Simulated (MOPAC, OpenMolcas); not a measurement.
## GeN2H4 (SMILES [NH2][Ge][NH2]): methods side by side

GeN2H4: 7 atoms, total charge 0, spin state singlet. As SMILES, `[NH2][Ge][NH2]`. The coordinates come from a PBE0-D4/def2-TZVP relaxation. This is one conformer, not always the lowest.

Quantity: the HOMO–LUMO gap, in eV. The values are calculated.

```tsv
level	kind	program	value (eV)	CPU time
PM3	semi-empirical	MOPAC	8.92	under 2 s
HF/def2-SVPD	Hartree–Fock	OpenMolcas	11.59	13 s
SVWN5/def2-SVPD	LDA	OpenMolcas	4.23	22 s
PBE/def2-SVPD	GGA	OpenMolcas	4.24	31 s
M06-L/def2-SVPD	meta-GGA	OpenMolcas	4.64	39 s
PBE0/def2-SVPD	global hybrid	OpenMolcas	6.17	30 s
B2PLYP/def2-SVPD	double hybrid	OpenMolcas	8.21	22 s
```

All-electron rows without a relativistic Hamiltonian named are non-relativistic. The values span 4.23 to 11.59 eV. Orbital gaps aren't excitation energies, and those of double hybrids come from the SCF part alone; they tend to grow with the share of exact exchange. CPU times are rough (shared hosts, several kinds of processor): they show what a rung costs within a factor of a few.
